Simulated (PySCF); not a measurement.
Gas-phase reaction: 2 GaH + Cl₂ + 2 H ⇌ 2 GaH₂Cl

Computed with PySCF (xtb for GFN2) and rigid-rotor harmonic-oscillator thermochemistry at 1 bar. † marks an energy on the PBE0/def2-TZVP geometry and frequencies; other levels use their own. MP2 and CCSD(T) freeze the core. Open shells (unrestricted): H (multiplicity 2); the rest are closed-shell singlets. GFN2 has no spin-polarisation term. B3LYP is the form with VWN-RPA correlation. Ga: all electrons, no relativistic terms. GaH, GaH₂Cl: computed as isolated molecules; such fragments, hydroxides, amides, oligomers or adducts are transient or little studied in the gas. MP2 isn't extrapolated to the basis-set limit; its ΔH°(298 K) is -1038.6 kJ in def2-SVP and -1039.7 kJ in def2-TZVPP. CCSD(T) isn't extrapolated to the basis-set limit; its ΔH°(298 K) is -1009.1 kJ in def2-SVP and -1019.0 kJ in def2-TZVPP. The harmonic model lacks anharmonicity and excited electronic states, which grow with temperature; levels with a mode under 35 cm⁻¹ are left out.

| level | ΔE electronic, kJ | ΔH°(298 K), kJ | ΔS°(298 K), J/K | ΔG°(600 K), kJ |
|---|---|---|---|---|
| B3LYP/def2-TZVP† | -999 | -961 | -323 | -765 |
| CCSD(T)/def2-SVP† | -1047 | -1009 | -323 | -813 |
| GFN2-xTB | -1023 | -989 | -323 | -793 |
| MP2/def2-SVP† | -1076 | -1039 | -323 | -842 |
| PBE/def2-TZVP† | -992 | -954 | -323 | -758 |
| PBE0/def2-QZVP† | -1028 | -990 | -323 | -794 |
| PBE0/def2-TZVP | -1028 | -990 | -323 | -794 |
| r2SCAN/def2-TZVP† | -1071 | -1034 | -323 | -837 |
| ωB97X-V/def2-TZVP† | -1061 | -1023 | -323 | -827 |
ΔH° is lowest at MP2/def2-SVP† and highest at PBE/def2-TZVP†. No reference value is set beside these.
